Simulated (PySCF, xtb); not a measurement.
C3H5BN2O, SMILES O1B(C=CN=C1)N. One conformer was computed; it need not be the lowest.

Harmonic wavenumbers (cm⁻¹) from GFN2-xTB (xtb 6.7.1) at its own minimum, in rising order: 146, 274, 283, 441, 458, 460, 513, 579, 652, 750, 798, 800, 895, 919, 936, 1030, 1135, 1156, 1213, 1300, 1332, 1404, 1520, 1524, 1633, 3014, 3037, 3079, 3520, 3569.

### Question
What does TPSSh-D3(BJ)/def2-SVP (PySCF) give at its own minimum? (Estimate from the structure and the level; the computed values follow.)

### Answer
149, 297, 305, 385, 476, 483, 543, 608, 705, 770, 827, 839, 929, 957, 1016, 1024, 1179, 1217, 1277, 1362, 1416, 1469, 1577, 1609, 1673, 3150, 3178, 3183, 3595, 3702. Paired by order, the mean absolute difference is 55 cm⁻¹ and the zero-point energies are 54.8 and 57.0 kcal/mol.
